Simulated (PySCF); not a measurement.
**Working out the excitation energy of Mg**

Mg [Ne] 3s2 (1S) → Mg [Ne] 3s1 3d1 (3D). All numbers are calculated (PySCF 2.14, no relativity, point nucleus, in aug-cc-pVDZ (5s4p2d, 27 functions)). Frozen: [Ne]. Energies in hartree (1 hartree = 27.21139 eV):

| part | Mg (lower) | Mg (upper) |
| --- | --- | --- |
| UHF | -199.608339 | -199.382036 |
| MP2 opposite-spin | -0.021691 | 0.000000 |
| MP2 same-spin | 0.000000 | -0.001064 |

**Question.** What does Hartree-Fock give?

**Answer.** (-199.382036) − (-199.608339) = 0.226303 hartree = 6.158 eV.

**Question.** What do MP2 and SCS-MP2 (6/5 opposite-spin, 1/3 same-spin) give?

**Answer.** The opposite-spin parts differ by 0.590 eV and the same-spin parts by -0.029 eV. MP2: 6.158 + (0.590) + (-0.029) = 6.719 eV. SCS-MP2: 6.158 + 1.2 × (0.590) + (-0.029)/3 = 6.856 eV.

Measured between the centres of the two terms (NIST): 5.946 eV, so MP2 (valence) is off by 0.773 eV.

A double-zeta basis recovers only part of the correlation energy.

What remains against the reference includes basis incompleteness, the frozen core and correlation beyond second order.
